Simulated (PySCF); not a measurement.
Species: C₈H₁₄.
Atom-mapped SMILES: `[CH2:1]1[CH2:2][C@H:3]2[CH2:4][CH2:5][CH2:6][C@H:7]2[CH2:8]1` (hydrogens: H9, H10 on C1; H11, H12 on C2; H13 on C3; H14, H15 on C4; H16, H17 on C5; H18, H19 on C6; H20 on C7; H21, H22 on C8)

Method: PBE0-D3(BJ)/def2-SVP geometry optimisation, gas phase (PySCF).

(1) List the bond lengths, angles and torsions at this level.

Results:

(1) 
```
                   bond  length (Å)   order
 C1–C2 and 3 like bonds       1.526  single
 C2–C3 and 3 like bonds       1.537  single
                  C3–C7       1.566  single
          C1–H9, C5–H16       1.103  single
         C1–H10, C5–H17       1.102  single
C2–H11 and 3 like bonds       1.103  single
C2–H12 and 3 like bonds       1.102  single
         C3–H13, C7–H20       1.101  single
```

Bonds in one row agree within 0.01 Å and their mean is given. Orders are formal, as drawn. A selection of angles:
```
   angle  degrees
C2–C1–C8    102.9
C1–C2–C3    104.2
C2–C3–C4    114.8
C2–C3–C7    105.5
C3–C4–C5    104.7
C4–C5–C6    102.4
```

Dihedral angles: C8–C1–C2–C3 -40° (synclinal); C1–C2–C3–C4 -91° (anticlinal); C2–C3–C4–C5 140° (anticlinal); C3–C4–C5–C6 -40° (synclinal); C4–C5–C6–C7 40° (synclinal); C5–C6–C7–C8 -141° (anticlinal); C6–C7–C8–C1 91° (anticlinal); C2–C1–C8–C7 40° (synclinal); C2–C3–C7–C6 -122° (anticlinal).

The 5-membered ring C3–C4–C5–C6–C7 has internal angles of 102.4° to 105.3° (sum 522°, against 540° for a flat polygon); it is puckered, 0.18 Å rms from its mean plane, widest ring torsion 40°. The 9 C–C bonds span 1.525 Å (C5–C6, drawn single) to 1.566 Å (C3–C7, drawn single), a spread of 0.041 Å. The 5-membered ring C1–C2–C3–C7–C8 has internal angles of 102.9° to 105.5°; it is puckered, 0.18 Å rms from its mean plane, widest ring torsion 40°. Of the pairs four or more bonds apart, H11···H15 is among the closest relative to their van der Waals radii: 2.48 Å, 103 % of the sum of Bondi's values.

Point group: Cs (tolerance 0.08 Å). PBE0-D3(BJ)/def2-SVP frequencies: not computed here. The numbers are those of one conformer.
